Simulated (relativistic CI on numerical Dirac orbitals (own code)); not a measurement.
## One change at a time: Hf⁶⁸⁺

Base calculation: Dirac-Coulomb-Breit CI, orbitals from a KLI potential per configuration, QED by a radiative potential, unscaled Slater integrals.

Configurations in the expansion (outside the closed core 1s2): 2s², 2s2p, 2p², 2p3s, 2p3p, 2s3s, 2s3p, 2s3d, 2s4s, 2s4p, 2s4d, 2s4f, 2s5s, 3s², 2s5p, 2s5d, 2s5f, 2s5g, 3s3p, 3p². Levels of other configurations are missing.

Variants: (1) QED terms removed; (2) one mean potential for all configurations. Shifts of the energy above 2s² ¹S0, in eV, for the lowest level and the first level of each name with at least 55 % of one term (blank where a level changes its place among those of its configuration and J or its character, or is not in the variant):

| Level | Base | Δ(1) | Δ(2) |
| --- | --- | --- | --- |
| 2s² ¹S0 | 0.0 | 0.0 | 0.0 |
| 2s2p ³P°0 | 164.5 | +16.5 | +0.1 |
| 2s2p ³P°1 | 197.6 | +16.5 | +0.1 |
| 2p² ³P0 | 465.1 | +33.2 | +0.6 |
| 2s2p ³P°2 | 1471.6 | +15.2 | +0.1 |
| 2s2p ¹P°1 | 1559.9 | +15.2 | +0.1 |
| 2p² ³P1 | 1730.0 | +32.3 | +0.4 |
| 2p² ¹D2 | 1748.1 | +32.3 | +0.4 |
| 2p² ³P2 | 3049.4 | +31.0 | +0.3 |
| 2p² ¹S0 | 3116.1 | +31.0 | +0.3 |
| 2s3s ³S1 | 10311.0 | +12.7 | -0.2 |
| 2s3s ¹S0 | 10343.9 | +12.9 | -0.1 |
| 2s3p ³P°0 | 10388.6 | +17.7 | -0.1 |
| 2s3p ³P°1 | 10389.0 | +17.8 | -0.2 |

At this charge energies of transitions that change n are usually good to better than 1 %, and those within a shell (Δn = 0) to a few per cent.

Ionisation energy from the two ground configurations alone: base 18174.7 eV; QED terms removed 18193.4 eV. The NIST ASD value (theoretical) is 18180 eV.

LS names give the leading component of a level, which can be under half, so a name can repeat, a term be missing and a line seem to break the LS rules.
